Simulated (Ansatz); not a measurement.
Total energies of In7Sb6F3 from Ansatz at B3LYP-D4/def2-TZVP, gas phase (1 Eh = 27.2114 eV = 2625.5 kJ/mol). The reference geometry is relaxed at PBE-D4/def2-SVP.

```xyz
16

Sb    4.084   -0.209    0.534
Sb    0.258    0.791   -2.989
Sb    0.413   -2.113   -3.109
Sb   -1.677    1.274    2.984
Sb    3.491   -0.642    3.169
Sb   -1.829    3.153    0.955
In    1.691   -0.944   -0.876
In    1.075    1.990    0.244
In   -2.576   -1.162   -3.249
In   -2.026    1.379   -1.298
In    0.863   -0.048    2.496
In   -3.876    0.153    1.107
In   -1.261   -2.963   -0.255
F     3.456    1.808    0.059
F     0.290   -1.593    0.824
F    -2.374   -0.875   -0.597
```

```csv
state,geometry,energy (Eh)
charge 0 singlet,reference,-3073.82805
charge 1 doublet,reference,-3073.60641
charge -1 doublet,reference,-3073.91473
free Sb atom (quartet),–,-240.29379
free In atom (doublet),–,-190.18664
free F atom (doublet),–,-99.77015
```

In the def2 sets In, Sb take a core potential; there is no spin–orbit coupling. B3LYP takes the VWN-RPA correlation. Single mean-field runs in def2-TZVP are fitted with def2-universal-jkfit.

Task: Work out the vertical ionisation energy to the doublet.

Result: E(charge 1 doublet) − E(charge 0 singlet) = -3073.60641 − (-3073.82805) = 0.22164 Eh = 6.03 eV. For comparison, −ε of the highest occupied level is 4.89 eV at this level, 1.14 eV less.

Task: Work out the vertical electron affinity, to the doublet.

Result: E(charge 0 singlet) − E(charge -1 doublet) = -3073.82805 − (-3073.91473) = 0.08668 Eh = 2.36 eV. The basis lacks diffuse functions, which makes affinities too small.

Task: Give the fundamental gap IE − EA, the Mulliken electronegativity (IE + EA)/2 and the hardness (IE − EA)/2.

Result: From the values in Eh: IE − EA = 0.22164 − 0.08668 = 0.13496 Eh = 3.67 eV; (IE + EA)/2 = 4.19 eV; (IE − EA)/2 = 1.84 eV. The HOMO–LUMO gap of the same run is 1.50 eV, 2.17 eV smaller than the fundamental gap.

Task: What is the binding energy per atom against free atoms?

Result: Atoms: 6 × (-240.29379) + 7 × (-190.18664) + 3 × (-99.77015) = -3072.37967 Eh. Binding: -3072.37967 − (-3073.82805) = 1.44838 Eh = 39.41 eV, or 2.46 eV for each of 16 atoms (no zero-point energy, no counterpoise term).

The restricted singlet is unstable towards broken spin symmetry in Hartree–Fock (as tested in another run); at B3LYP-D4/def2-TZVP this wasn't settled.
